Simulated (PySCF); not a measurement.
Species: C2H11GeNSi.
Bonds: C1–N2, N2–C3, N2–Ge4, Ge4–Si5. Hydrogens: H6, H7, H8 on C1; H9, H10, H11 on C3; H12, H13 on Ge4; H14, H15, H16 on Si5.

Computed, not measured: PBE0-D3(BJ)/def2-SVP geometry optimisation, gas phase (PySCF).

(1) What internal coordinates does the optimisation give?

## Answers

(1) 
| bond | length (pm) | order |
| --- | --- | --- |
| C1–N2, N2–C3 | 144.0 | single |
| N2–Ge4 | 184.6 | single |
| Ge4–Si5 | 239.9 | single |
| C1–H6, C3–H9 | 111.2 | single |
| C1–H7 and 3 like bonds | 110.3 | single |
| Ge4–H12, Ge4–H13 | 154.2 | single |
| Si5–H14, Si5–H15, Si5–H16 | 149.7 | single |

Bonds in one row agree within 1 pm and their mean is given. Orders are formal, as drawn. A selection of angles:
| angle | degrees |
| --- | --- |
| N2–C1–H6 | 114.0 |
| N2–C1–H7 | 110.2 |
| N2–C1–H8 | 110.7 |
| H6–C1–H7 | 106.9 |
| C1–N2–C3 | 113.7 |
| C1–N2–Ge4 | 117.5 |
| N2–Ge4–Si5 | 112.6 |
| N2–Ge4–H12 | 106.3 |
| Si5–Ge4–H12 | 110.7 |
| Si5–Ge4–H13 | 110.2 |
| H12–Ge4–H13 | 110.4 |
| Ge4–Si5–H14 | 111.5 |
| Ge4–Si5–H15 | 110.1 |
| H14–Si5–H15 | 108.6 |
| H15–Si5–H16 | 108.0 |

Torsions: C1–N2–Ge4–Si5 72° (synclinal).

N2 (nitrogen bonded to 2 C and Ge) has angles 117.7°, 117.5° and 113.7°, sum 348.9°, 0.30 Å off the plane of its three neighbours. Of the pairs four or more bonds apart, H7···H10 is among the closest relative to their van der Waals radii: 2.45 Å, 102 % of the sum of Bondi's values. Ge4 (germanium bonded to N, Si and 2 H) is tetrahedral (angles from 106.3° to 112.6°). Si5 (SiH3 silicon) is tetrahedral (angles from 108.0° to 111.5°).

No PBE0-D3(BJ)/def2-SVP frequencies stand behind this structure, so it isn't proved a minimum. One conformer, not necessarily the lowest.
